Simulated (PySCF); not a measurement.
Computed properties of Ti(F)3(OH)(OH2) (F₃H₃O₂Ti), SMILES [Ti](<-[OH2])([F])([OH])([F])[F], multiplicity 1

F3H3O2Ti, SMILES [OH][Ti](<-[OH2])([F])([F])[F], multiplicity 1. Geometry optimised at B3LYP-D3(BJ)/def2-SVP. The spin state was assumed, not searched. Other conformers were not sampled. All values are computed for the isolated molecule unless a solvent is named; none is compared with measurement here.

**Structure.** All 21 harmonic modes at B3LYP-D3(BJ)/def2-SVP (PySCF) are real, so it is a minimum. With heavy atoms numbered as in [Ti:1]([F:2])([F:3])([F:4])([OH:5])<-[OH2:7], the shortest bond between them is Ti1–F2 at 1.751 Å and the longest Ti1–O7 at 2.353 Å.

**Vibrations.** The strongest infrared lines (harmonic, unscaled, degenerate partners summed) lie at 480 cm⁻¹ (290 km/mol, H 79 %, O 15 %), 3883 cm⁻¹ (240 km/mol, H 94 %), 793 cm⁻¹ (234 km/mol, F 39 %, Ti 36 %, O 23 %). The softest mode is at 38 cm⁻¹ and the zero-point energy is 28.0 kcal/mol.

**Electronic structure.** B3LYP/def2-TZVP (PySCF) places the frontier levels at -9.58 and -2.52 eV, a gap of 7.06 eV, and gives a dipole moment of 1.29 D and a mean polarisability of 42.7 bohr³. PBE/def2-TZVP (PySCF) at the same geometry gives -8.07 and -3.12 eV, so its gap is 2.11 eV narrower. An orbital gap is neither the optical nor the fundamental gap.

**Excitations.** TDDFT-B3LYP/def2-SVPD (PySCF) has S1 at 5.37 eV (231 nm, f = 0.001, dark); the most intense of the 10 singlets computed lies at 6.14 eV (f = 0.03). T1 (TDA) is at 5.05 eV. TDDFT-PBE/def2-SVPD (PySCF) puts S1 at 4.95 eV. No vertical singlet excitation falls in the visible range (under 3.1 eV).

**NMR.** GIAO shifts at PBE0/pcSseg-1 (PySCF) (non-relativistic, atoms alike by connectivity averaged): ¹H from 2.7 to 8.0 ppm against TMS; ¹⁹F at 288.7 ppm against CFCl3.
